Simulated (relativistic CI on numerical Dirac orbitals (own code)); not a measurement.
Sc2+ in a cubic cluster: 3s photoemission with charge transfer

Computed with a charge-transfer multiplet model of a cubic metal-ligand cluster with up to 2 ligand holes, Slater and spin-orbit integrals from Dirac-Coulomb-Breit ions, Slater integrals scaled by 0.7. The ground state mixes d1 with configurations of k ligand holes L, whose averages lie at kΔ + k(k − 1)U_dd/2; a core hole lowers each added d electron by U_cd. 20 K, Lorentzian 1.4 eV and Gaussian 0.8 eV FWHM.

Atomic integrals in eV (Slater integrals scaled, ζ unscaled), ground: F2dd 4.121, F4dd 2.525, zeta_d 0.008; with the core hole: F2dd 4.121, F4dd 2.525, zeta_d 0.013, G2cd 6.457. Where a configuration has fewer than two d electrons, the dd integrals are those of d2.

Cluster parameters (eV): Δ = 7.8, U_dd = 3.7, U_cd = 4.7, 10Dq(ligand) = 1.3, V(eg) = 3.05, V(t2g) = -1.36, final-state hopping factor = 0.8.

| Case | n_d | d1 | d2L | d3L2 | S |
| --- | --- | --- | --- | --- | --- |
| 10Dq = 0.1 eV | 1.44 | 0.61 | 0.34 | 0.05 | 0.50 |
| 10Dq = 0.4 eV | 1.43 | 0.61 | 0.34 | 0.05 | 0.50 |
| 10Dq = 1 eV | 1.42 | 0.62 | 0.33 | 0.04 | 0.50 |
| 10Dq = 1.3 eV | 1.41 | 0.63 | 0.33 | 0.04 | 0.50 |
| 10Dq = 1.6 eV | 1.41 | 0.63 | 0.32 | 0.04 | 0.50 |

Weights, n_d and S are thermal averages at 20 K. Binding energies count from the first peak over 30 % of the highest in each spectrum, which can be another peak from case to case. The parameters are a model scan and need not match a compound or its usual spin state. Peaks in eV (height, largest 100):
- 10Dq = 0.1 eV: 0.0 (100), 2.5 (41), 6.6 (6), 8.4 (5)
- 10Dq = 0.4 eV: 0.0 (100), 2.5 (41), 6.6 (5), 8.4 (5)
- 10Dq = 1 eV: 0.0 (100), 2.5 (41), 6.7 (5), 8.5 (5)
- 10Dq = 1.3 eV: 0.0 (100), 2.4 (41), 8.6 (5)
- 10Dq = 1.6 eV: 0.0 (100), 2.5 (41)

Curve for 10Dq = 0.4 eV (points under 2 left out, the grid thinned):

```
E (eV)  Intensity
  -3.3        5.6
  -3.0        6.8
  -2.6        8.8
  -2.3       11.1
  -1.9       15.7
  -1.6       21.3
  -1.2       34.0
  -0.9       49.5
  -0.5       77.7
  -0.2       95.6
   0.2       96.5
   0.5       80.0
   0.9       54.3
   1.2       41.5
   1.6       34.8
   1.9       35.8
   2.3       40.1
   2.6       40.2
   3.0       32.8
   3.3       24.7
   3.7       16.1
   4.0       11.9
   4.3        9.3
   4.7        7.1
   5.0        6.2
   5.4        5.4
   5.7        5.2
   6.1        5.3
   6.4        5.4
   6.8        5.4
   7.1        5.2
   7.5        5.0
   7.8        5.1
   8.2        5.4
   8.5        5.4
   8.9        5.0
   9.2        4.5
   9.6        3.8
   9.9        3.2
  10.3        2.6
  10.6        2.3
  11.0        2.1
  11.3        2.2
  11.7        2.2
  12.0        2.1
```

For the case 10Dq = 1 eV, Δ = 7.8 eV is larger than U_dd = 3.7 eV, the Mott-Hubbard side of the Zaanen-Sawatzky-Allen scheme. With the core hole the average of the configuration with one ligand hole lies at Δ − U_cd = 3.1 eV before mixing: the effective hopping of about 5.3 eV (from the holes of the mixed ground state) is comparable with this gap or larger, so the configurations mix strongly.

Without intra-shell correlation the exchange splitting of the 3s hole comes out too large.
